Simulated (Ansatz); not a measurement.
Isolated molecules relaxed with PBE0-D4/def2-TZVP in Ansatz; ΔE leaves out vibrations. CCSD(T)/CBS adds triple-zeta CCSD(T) − MP2 to the extrapolated MP2 energy (def2 sets, frozen cores). DFT in def2-TZVPP. For Ge outer-core shells are correlated without core-valence functions, which leaves a few kJ/mol of doubt a bond. Scalar relativity is left out up to krypton. One conformer a species, not always the lowest.

Consider the formal exchange of groups at a Ge–Si bond: `C[SiH](N)[GeH3]` + `C1C[SiH2]1` → `[GeH3][CH]1C[SiH2]1` + `C[SiH2]N`.

```tsv
species	BHLYP-D4 energy (Eh)
`C[SiH](N)[GeH3]`	-2464.78764
`C1C[SiH2]1`	-369.25979
`[GeH3][CH]1C[SiH2]1`	-2447.44537
`C[SiH2]N`	-386.59539
```

**Question.** Work out ΔE.

**Answer.** ΔE = (-2447.44537) + (-386.59539) − (-2464.78764) − (-369.25979) = 0.00667 Eh = +17.5 kJ/mol. CCSD(T)/CBS gives +13.8 kJ/mol.

Largest T1 diagnostic among the species: 0.011.

From BLYP to BHLYP (50 % exact exchange), in def2-TZVPP and without D4, ΔE moves by −9.2 kJ/mol. At CCSD(T), def2-SVP lies −3.0 kJ/mol from the extrapolated value and def2-TZVPP −1.1 kJ/mol.
